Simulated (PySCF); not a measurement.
## Er⁵⁵⁺: ionisation energy

Er⁵⁵⁺ [Ne] 3s2 3p1 (2P) → Er⁵⁶⁺ [Ne] 3s2 (1S), as a difference of total energies. Computed with PySCF 2.14 in an even-tempered Gaussian basis (16 s from 13 bohr⁻², ratio 2.5; 10 p from 17 bohr⁻², ratio 2.5; 4 d from 67 bohr⁻², ratio 2.7; 4 f from 100 bohr⁻², ratio 2.7), with the non-relativistic Hamiltonian (point nucleus). Correlated levels: outer shells: 1s2 frozen; virtual orbitals above 40 to 60 times the deepest correlated orbital energy dropped. The calculations carry no spin-orbit coupling.

| method | ionisation energy (eV) |
| --- | --- |
| UHF | 5137.6 |
| MP2 (outer shells) | 5137.6 |
| SCS-MP2 (outer shells) | 5137.3 |
| CCSD (outer shells) | 5137.2 |
| CCSD(T) (outer shells) | 5137.2 |

A first-order spin-orbit estimate (lowest level to lowest level, LS coupling) adds 111.6 eV.

The gap to the reference is mostly relativistic.

First order in ζ underestimates the shift of j = l − 1/2 levels at high Z.

For comparison: 5455 ± 5 eV (theoretical estimate listed by NIST; NIST Atomic Spectra Database, ionization energies).
